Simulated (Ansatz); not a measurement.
This geometry of BF2HO + ClH (7 atoms, charge 0, multiplicity 1) is a first-order saddle point.

Computed with RKS PBE-D4/def2-SVP (Ansatz).

```xyz
7
Properties=species:S:1:pos:R:3
B 0.002 0.140 0.126
O 0.011 -0.091 1.604
H -0.872 -0.398 1.895
F 1.146 -0.146 -0.491
F -1.171 -0.112 -0.474
Cl 0.075 2.307 0.595
H 0.050 1.183 1.639
```

Task: Which two structures does it join? (They come from a converged band through this point; their orientation in space is the band's.)

Result: Bonds broken: Cl6–H7. Bonds formed: B1–Cl6, O2–H7. BF2HO + ClH becomes BClF2H2O.

Image 0:

```xyz
7
Properties=species:S:1:pos:R:3
B -0.068 -0.342 0.055
O -0.075 -0.244 1.419
H -0.972 -0.356 1.785
F 1.081 -0.212 -0.591
F -1.186 -0.582 -0.633
Cl 0.146 2.929 1.235
H 0.315 1.692 1.623
```

Image 8:

```xyz
7
Properties=species:S:1:pos:R:3
B 0.020 0.442 0.001
O 0.033 -0.036 1.673
H -0.839 -0.455 1.830
F 1.127 -0.122 -0.515
F -1.178 -0.060 -0.412
Cl 0.073 2.279 0.189
H 0.004 0.837 2.128
```

Task: How far does it lie above each of them?

Result: 59.9 kJ/mol above the first and 49.6 kJ/mol above the second. This is the barrier of this one path; another mechanism may lie lower. The orbitals stay closed-shell, which can raise the energy where a bond breaks towards radicals; this wasn't checked here.

Time of the run: 85 s on 2 threads of Arm Neoverse V2, with other jobs on the host, peak memory 0.11 GiB.
